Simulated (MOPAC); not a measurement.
Input for MOPAC: PM3 on H2OSi (SMILES O[SiH]), a point of a bond scan (R = 4.173 Å).

```
PM3 1SCF PRECISE CHARGE=0 THREADS=1
H2OSi

Si    -0.37783358 1    -0.33484004 1     0.39441778 1
H     -3.50757049 1     0.11444860 1    -2.32869600 1
O      0.78278099 1     0.49643126 1    -0.45047039 1
H      0.56441750 1     0.88474728 1    -1.30394290 1
```

Program output:

```
*******************************************************************************
 **                                                                           **
 **                              MOPAC v23.2.5                                **
 **                                                                           **
 *******************************************************************************
 ** MOPAC's Digital Object Identifier: https://doi.org/10.5281/zenodo.6511958 **
 **                                                                           **
 ** Please cite the open-source release paper for use of this MOPAC version:  **
 ** J. E. Moussa and J. J. P. Stewart (2026)                                  **
 ** MOPAC: An open-source semiempirical molecular orbital program             **
 ** J. Open Source Softw., 11(119), 8025, https://doi.org/10.21105/joss.08025 **
 *******************************************************************************

                              PM3 CALCULATION RESULTS

 *******************************************************************************
 *  PM3        - The PM3 Hamiltonian to be used
 *
 *
 *
 *                 CHARGE ON SYSTEM = 0
 *
 *
 *
 *  PRECISE    - TIGHTER CRITERIA TO BE USED
 *  1SCF       - DO 1 SCF AND THEN STOP
 *  THREADS=1  - MULTI-THREADING NOT USED
 *  T=         - A TIME OF 172800.0 SECONDS REQUESTED
 *  DUMP=N     - RESTART FILE WRITTEN EVERY 7200.0 SECONDS REQUESTED
 *******************************************************************************
PM3 1SCF PRECISE CHARGE=0 THREADS=1
 H2OSi

   ATOM   CHEMICAL          X               Y               Z
  NUMBER   SYMBOL      (ANGSTROMS)     (ANGSTROMS)     (ANGSTROMS)

     1      Si         -0.37783358  *  -0.33484004  *   0.39441778  *
     2       H         -3.50757049  *   0.11444860  *  -2.32869600  *
     3       O          0.78278099  *   0.49643126  *  -0.45047039  *
     4       H          0.56441750  *   0.88474728  *  -1.30394290  *



          CARTESIAN COORDINATES

    NO.       ATOM           X           Y           Z

     1        Si         -0.3778     -0.3348      0.3944
     2         H         -3.5076      0.1144     -2.3287
     3         O          0.7828      0.4964     -0.4505
     4         H          0.5644      0.8847     -1.3039

  H: (PM3): J. J. P. STEWART, J. COMP. CHEM. 10, 209 (1989).
  O: (PM3): J. J. P. STEWART, J. COMP. CHEM. 10, 209 (1989).
 Si: (PM3): J. J. P. STEWART, J. COMP. CHEM. 10, 209 (1989).

           Empirical Formula: H2 O Si  =     4 atoms



      MOLECULAR POINT GROUP   :   Cs


      RHF CALCULATION, NO. OF DOUBLY OCCUPIED LEVELS = 6



 ALL CONVERGERS ARE NOW FORCED ON
 SHIFT=10, PULAY ON, CAMP-KING ON
 AND ITERATION COUNTER RESET



 -------------------------------------------------------------------------------
 PM3 1SCF PRECISE CHARGE=0 THREADS=1
 H2OSi



     1SCF WAS SPECIFIED, SO BFGS WAS NOT USED
     SCF FIELD WAS ACHIEVED


                              PM3 CALCULATION
                                                       MOPAC v23.2.5 Linux




          FINAL HEAT OF FORMATION =        106.38130 KCAL/MOL =     445.09937 KJ/MOL


          COSMO AREA              =        103.21 SQUARE ANGSTROMS
          COSMO VOLUME            =         82.44 CUBIC ANGSTROMS

          IONIZATION POTENTIAL    =          5.769752 EV
          HOMO LUMO ENERGIES (EV) =         -5.770 -2.071
          NO. OF FILLED LEVELS    =          6
          MOLECULAR WEIGHT        =         46.1007         POINT GROUP:  Cs

          MOLECULAR DIMENSIONS (Angstroms)

            Atom       Atom       Distance
            O     3    H     2     4.69902
            H     4   Si     1     2.27616
            O     3   Si     1     0.00000


          SCF CALCULATIONS        =          1





   ATOM   CHEMICAL          X               Y               Z
  NUMBER   SYMBOL      (ANGSTROMS)     (ANGSTROMS)     (ANGSTROMS)

     1      Si         -0.37783358  *  -0.33484004  *   0.39441778  *
     2       H         -3.50757049  *   0.11444860  *  -2.32869600  *
     3       O          0.78278099  *   0.49643126  *  -0.45047039  *
     4       H          0.56441750  *   0.88474728  *  -1.30394290  *

                             CARTESIAN COORDINATES

   1   Si       -0.377833580    -0.334840040     0.394417780
   2    H       -3.507570490     0.114448600    -2.328696000
   3    O        0.782780990     0.496431260    -0.450470390
   4    H        0.564417500     0.884747280    -1.303942900


           Empirical Formula: H2 O Si  =     4 atoms



      MOLECULAR POINT GROUP   :   Cs


                  EIGENVALUES
 -37.04688 -18.08872 -14.83512 -13.56371  -9.96584  -5.76975  -2.07079  -1.92064
   0.79288   4.00309


              NET ATOMIC CHARGES AND DIPOLE CONTRIBUTIONS

  ATOM NO.   TYPE          CHARGE      No. of ELECS.   s-Pop       p-Pop
    1         Si           0.548215        3.4518     1.84113     1.61066
    2          H          -0.305595        1.3056     1.30560
    3          O          -0.466817        6.4668     1.74917     4.71765
    4          H           0.224198        0.7758     0.77580
 DIPOLE           X         Y         Z       TOTAL
 POINT-CHG.     3.006    -1.210     4.063     5.197
 HYBRID         1.278     1.607    -2.216     3.020
 SUM            4.284     0.397     1.847     4.682


          ATOMIC ORBITAL ELECTRON POPULATIONS

     Atom    s        px        py        pz
    1 Si   1.84113   0.60264   0.35127   0.65675
    2  H   1.30560
    3  O   1.74917   1.68890   1.66154   1.36720
    4  H   0.77580

 **********************
 *                    *
 * JOB ENDED NORMALLY *
 *                    *
 **********************




 == MOPAC DONE ==
```

The run finished.

Cost: around 0.17 core-seconds (rough).
